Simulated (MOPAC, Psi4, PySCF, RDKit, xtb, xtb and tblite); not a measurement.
Two geometries of C2H6BNSi, SMILES B[SiH2]CC#N, relaxed at GFN2-xTB with one dihedral held; other torsions can differ between them too.

Structure A

```
11

B      1.8598     0.4636     0.3120
Si     0.5192    -0.6329    -0.5994
C     -1.2336    -0.3942     0.2054
C     -1.9320     0.6722    -0.4307
N     -2.4600     1.5411    -0.9582
H      2.7023     1.0211    -0.2754
H      1.8783     0.5626     1.4779
H      0.7630    -2.0820    -0.4286
H      0.3010    -0.4532    -2.0427
H     -1.1462    -0.1766     1.2704
H     -1.8237    -1.3040     0.0915
```

Structure B

```
11

B      1.8624     0.4183     0.3144
Si     0.5004    -0.6421    -0.6105
C     -1.2326    -0.4097     0.2218
C     -2.2285    -1.1793    -0.4473
N     -3.0127    -1.8053    -0.9989
H      2.8296     0.7589    -0.2460
H      1.7712     0.7238     1.4397
H      0.7554    -2.0942    -0.5553
H      0.2716    -0.3310    -2.0323
H     -1.5302     0.6404     0.1957
H     -1.1934    -0.7237     1.2663
```

Q: Which is lower in energy at the level DF-MP2 (frozen core)/cc-pVTZ // GFN2-xTB in Psi4, and by how much?

A: B is lower, by 0.85 kcal/mol (dihedral B1–Si2–C3–C4: 90° in A, 180° in B).

E(B) − E(A) in kcal/mol at the other levels, on the same two geometries: GFN2-xTB (xtb and tblite) 0.04; B3LYP/def2-TZVP // GFN2-xTB (Psi4) -0.82; B3LYP-D3(BJ)/def2-TZVP // GFN2-xTB (Psi4) -0.76; PBE/def2-TZVP // GFN2-xTB (Psi4) -0.77; PBE-D3(BJ)/def2-TZVP // GFN2-xTB (Psi4) -0.73; M06-2X/def2-TZVP // GFN2-xTB (Psi4) -0.83; HF/cc-pVTZ // GFN2-xTB (Psi4) -0.96; UFF // GFN2-xTB (RDKit) -1.08; PM7, restricted, heats of formation // GFN2-xTB (MOPAC) -0.68; AM1, restricted, heats of formation // GFN2-xTB (MOPAC) -0.56; GFN1-xTB // GFN2-xTB (xtb) -0.36; restricted B3LYP/6-31G*, spherical d // GFN2-xTB (PySCF) -0.82; restricted B3LYP/3-21G // GFN2-xTB (PySCF) -0.91; restricted B3LYP/LANL2DZ, with its core potentials past Ne // GFN2-xTB (PySCF) -0.90; restricted Hartree-Fock/3-21G // GFN2-xTB (PySCF) -1.01.
